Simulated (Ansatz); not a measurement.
Gas-phase electronic energies from Ansatz, PBE0-D4/def2-TZVP geometries. CBS: MP2 limit from def2 TZ/QZ plus the TZ coupled-cluster correction, frozen cores. This one scheme is used for every species. def2 core potentials past Kr. For Hf, Se outer-core shells are correlated without core-valence functions, which leaves a few kJ/mol of doubt a bond. Scalar relativity is left out up to krypton. One conformer a species, not always the lowest.

`O=C=[N][Hf]([Cl])([Cl])[Cl]` + H₂Se → `[Cl][Hf]([Cl])([Cl])[SeH]` + `N=C=O`  (ligand exchange at the Hf–N bond)

| species | CCSD(T)/CBS(def2) energy (Eh) |
| --- | --- |
| `O=C=[N][Hf]([Cl])([Cl])[Cl]` | -1595.45776 |
| H₂Se | -2401.89790 |
| `[Cl][Hf]([Cl])([Cl])[SeH]` | -3828.82210 |
| `N=C=O` | -168.51995 |

Question: Work out ΔE.

Answer: ΔE = (-3828.82210) + (-168.51995) − (-1595.45776) − (-2401.89790) = 0.01361 Eh = +35.7 kJ/mol.

Largest T1 diagnostic among the species: 0.018.

In def2-TZVPP, CCSD(T) changes the Hartree–Fock value by −17.9 kJ/mol (the triples alone add −3.8 kJ/mol) and MP2 by −23.3 kJ/mol. From BLYP to BHLYP (50 % exact exchange), in def2-TZVPP and without D4, ΔE moves by +5.6 kJ/mol.
